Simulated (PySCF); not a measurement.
PySCF 2.14 output of a UHF calculation on a single atom or ion in def2-SVP (4s3p1d, 18 functions), with no relativity, point nucleus:

```
SCF conv_tol = 1e-09
number electrons alpha = 7  beta = 6
cycle= 1 E= -339.526331453369  delta_E= -0.00411  |g|= 0.0245  |ddm|= 0.0727
cycle= 2 E= -339.526887984982  delta_E= -0.000557  |g|= 0.0091  |ddm|= 0.027
cycle= 3 E= -339.526977577134  delta_E= -8.96e-05  |g|= 0.000269  |ddm|= 0.0161
cycle= 4 E= -339.526977665385  delta_E= -8.83e-08  |g|= 3.01e-05  |ddm|= 0.000895
cycle= 5 E= -339.526977666467  delta_E= -1.08e-09  |g|= 3.14e-06  |ddm|= 0.000147
cycle= 6 E= -339.526977666478  delta_E= -1.06e-11  |g|= 2.19e-07  |ddm|= 1.7e-05
converged SCF energy = -339.526977666478  <S^2> = 0.76019958  2S+1 = 2.0101737
```

The run itself started from symmetry-adapted Hartree-Fock orbitals and held the occupation by maximum overlap, so the iterations belong to that start.

Problem. Which element, charge and spin multiplicity is this?

Solution. P²⁺ (phosphorus, charge +2), multiplicity 2; the state was [Ne] 3s2 3p1, 2P determinant.
